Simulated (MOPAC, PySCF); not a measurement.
C3H5N, SMILES `C(=C)/C=N\[H]` (C–C–C–N torsion 180°), neutral singlet in the gas phase. 

Z-matrix (Å, degrees):
```
C
C 1 1.3316
H 2 1.0816 1 121.97
H 2 1.0838 3 116.95 1 -179.91
H 1 1.0866 2 120.54 3 0.04
C 1 1.4628 5 116.65 2 179.99
N 6 1.2713 1 127.14 5 0.01
H 7 1.0234 6 110.91 1 -0.01
H 6 1.0930 7 117.34 8 179.99
```
Charge 0, multiplicity 1.

All levels are single points at this geometry (B3LYP-D3(BJ)/def2-TZVP); Pople sets use spherical d functions. Orbital energies aren't observables, and empty levels follow the basis.

HF/3-21G in PySCF gives dipole (D) = 2.86.

Q: Estimate the dipole (D) from each of these levels: B3LYP-D3(BJ)/def2-TZVP in PySCF; B3LYP/6-311+G** in PySCF; B3LYP/6-31G* in PySCF; M06-2X/6-31G* in PySCF; HF/STO-3G in PySCF; AM1 in MOPAC; PM6 in MOPAC; PM7 in MOPAC.

A: 
| level | dipole (D) |
|---|---|
| B3LYP-D3(BJ)/def2-TZVP in PySCF | 2.66 |
| B3LYP/6-311+G** in PySCF | 2.80 |
| B3LYP/6-31G* in PySCF | 2.59 |
| M06-2X/6-31G* in PySCF | 2.61 |
| HF/STO-3G in PySCF | 2.21 |
| AM1 in MOPAC | 2.33 |
| PM6 in MOPAC | 2.83 |
| PM7 in MOPAC | 3.02 |
